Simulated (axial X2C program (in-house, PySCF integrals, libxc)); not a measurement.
## CeF: a free-ion multiplet in an axial field

Computed with an axial X2C code built on PySCF integrals: two-component X2C with atomic mean-field Coulomb and Gaunt terms, basis Ce dyall-v3z, F dyall-av3z (cores contracted in-house). Orbitals come from Hartree–Fock averaged over the configuration Ce f1 s2 d(πδ)0; CI then distributes these electrons over the f, s, d(πδ) shells of Ce.

R = 2.036 Å.

(1) Which level do Hund's rules give for f1, how many Ω levels does it split into, and what is its Landé factor?

The computed levels compare thus:

```json
{"Ω": "5/2", "energy (cm⁻¹)": "0", "g∥ computed": "4.18", "2gJΩ": "4.29"}
{"Ω": "3/2", "energy (cm⁻¹)": "672", "g∥ computed": "2.32", "2gJΩ": "2.57"}
{"Ω": "1/2", "energy (cm⁻¹)": "1579", "g∥ computed": "0.58", "2gJΩ": "0.86"}
```

The 3 lowest levels are just these Ω; they span 1579 cm⁻¹, the lowest has Ω = 5/2, and the next level lies at 2002 cm⁻¹. Departures of g∥ from 2gJΩ come from intermediate coupling and from mixing with the higher-lying level J + 1 of the term. The computed g∥ is the magnitude of 2⟨Lz + ge Sz⟩.

Dynamic correlation is missing, so gaps between terms are too wide and other configurations may lie lower; the lowest level listed is that of this model, not necessarily the ground state. At most 4 roots were kept for each Ω > 0 (twice that for Ω = 0) within 2.2 eV of the lowest, so higher up levels can be missing between those listed; levels with Ω > 0 are doubly degenerate and listed once, Ω = 0 levels singly. States that fill the shells left empty in the average are placed too high.

Results:

(1) S = 1/2, L = 3, J = 5/2 (2F5/2). It gives Ω = 1/2 to 5/2, 3 levels. gJ = 3/2 + [S(S+1) − L(L+1)]/[2J(J+1)] = 0.857, so g∥ = 2gJΩ.
